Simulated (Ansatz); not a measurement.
`OBN[SiH3]` + H₂ → `BN[SiH3]` + H₂O at 600 K and 1 bar (hydrogenolysis of a B–O bond).

Computed with Ansatz on PBE0-D4/def2-TZVP structures; ΔE is electronic, products minus reactants. CCSD(T)/CBS is the MP2 limit (def2-TZVPP, def2-QZVPP) plus CCSD(T) − MP2 in def2-TZVPP, frozen cores. This one scheme is used for every species. Each species was taken in one conformer, which may not be the lowest.

```csv
species,CCSD(T)/CBS energy (Eh),H − E (kJ/mol),S (J/(mol·K))
`OBN[SiH3]`,-447.47166,240.1,401.2
H₂,-1.17544,43.9,150.8
`BN[SiH3]`,-372.22946,214.2,364.4
H₂O,-76.37941,76.8,212.8
```

H − E and S are ideal-gas, rigid-rotor, harmonic terms from PBE0-D4/def2-TZVP, for one conformer and one mirror image of each species. The MP2-based limit puts H₂ 0.8 mEh under its directly extrapolated value; such offsets cancel only in part. 1 Eh = 2625.50 kJ/mol, R = 8.31446 J/(mol·K).

Task: By hand: ΔE, ΔH, ΔS and ΔG.

Result: ΔE = (-372.22946) + (-76.37941) − (-447.47166) − (-1.17544) = 0.03823 Eh = 100.4 kJ/mol. Δ(H − E) = 214.2 + 76.8 − 240.1 − 43.9 = 7.0, so ΔH = 107.4 kJ/mol. ΔS = 364.4 + 212.8 − 401.2 − 150.8 = 25.2 J/(mol·K). ΔG = 107.4 − 600 × (25.2)/1000 = 92.3 kJ/mol.

Task: By hand: the equilibrium constant, and the temperature at which ΔG would vanish if ΔH and ΔS stayed fixed.

Result: log₁₀ K = −ΔG/(RT ln 10) = -8.0. ΔG = 0 at ΔH/ΔS = 4262 K, far beyond where these terms or the molecules hold.

ΔH outweighs TΔS. A doubt of 5 kJ/mol in ΔE shifts log₁₀ K by 0.4 here. Other conformers and mirror images would add mixing entropy, several J/(mol·K) or more a flexible species. These are equilibria of isolated gas molecules and say nothing of rates. Largest T1 diagnostic: 0.012 (customary marks: 0.02 for closed shells, 0.045 for open ones).
